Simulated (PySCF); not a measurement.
Molecule: SMILES C=C/C(C)=C(\Cl)SC, C6H9ClS.

Geometry (Å), atoms numbered from 1 in this order:
```xyz
17

C     2.866    1.157    0.195
C     1.567    1.136    0.483
C     0.645    0.080    0.118
C     1.146   -1.029   -0.759
C    -0.631    0.073    0.551
Cl   -1.257    1.320    1.578
S    -1.746   -1.247    0.173
C    -3.368   -0.551    0.590
H     3.488    1.980    0.503
H     3.359    0.366   -0.343
H     1.147    1.962    1.041
H     1.680   -0.615   -1.612
H     0.323   -1.640   -1.118
H     1.828   -1.668   -0.200
H    -3.527    0.366    0.033
H    -3.434   -0.374    1.659
H    -4.092   -1.304    0.291
```

Frames of a GFN2-xTB Langevin trajectory at 400 K; GIAO PBE0/pcSseg-1 shieldings in PySCF, gas phase, non-relativistic; equivalent atoms averaged within each frame.

Shifts are taken against calculated references (same method and geometry level): TMS for 13C (σ = 186.93 ppm) and 1H (σ = 31.72 ppm); 35Cl (σ = 949.78 ppm) against HCl; 33S (σ = 503.73 ppm) vs CS2. The references are static minima.

Question: How do the shifts (ppm) fluctuate along the trajectory?

Answer: 
| time (fs) | C5 | C2 | C3 | C1 | C8 | C4 | Cl6 | S7 | H11 | H10 |
| --- | --- | --- | --- | --- | --- | --- | --- | --- | --- | --- |
| 250 | 136.6 | 134.9 | 129.4 | 106.9 | 20.2 | 18.4 | 224 | 72 | 7.67 | 5.47 |
| 425 | 138.8 | 162.3 | 136.8 | 128.6 | 29.3 | 17.1 | 236 | 55 | 8.71 | 6.35 |
| 625 | 135.2 | 135.7 | 136.4 | 119.4 | 22.2 | 23.4 | 236 | 54 | 6.80 | 6.64 |
| 800 | 140.4 | 152.8 | 147.6 | 127.5 | 17.0 | 25.5 | 237 | 68 | 8.75 | 5.90 |
| 1000 | 134.3 | 149.0 | 139.7 | 119.5 | 25.3 | 22.5 | 197 | 55 | 7.56 | 5.51 |
| mean of frames | 137.1 | 146.9 | 138.0 | 120.4 | 22.8 | 21.4 | 226 | 61 | 7.90 | 5.97 |
| standard deviation | 2.5 | 11.7 | 6.6 | 8.7 | 4.7 | 3.5 | 17 | 9 | 0.83 | 0.51 |

5 frames give an uncertainty of the mean of about the standard deviation over 2.2 at best, since frames this close in time may not be independent; classical motion lacks zero-point vibration, and the reference would need the same averaging.
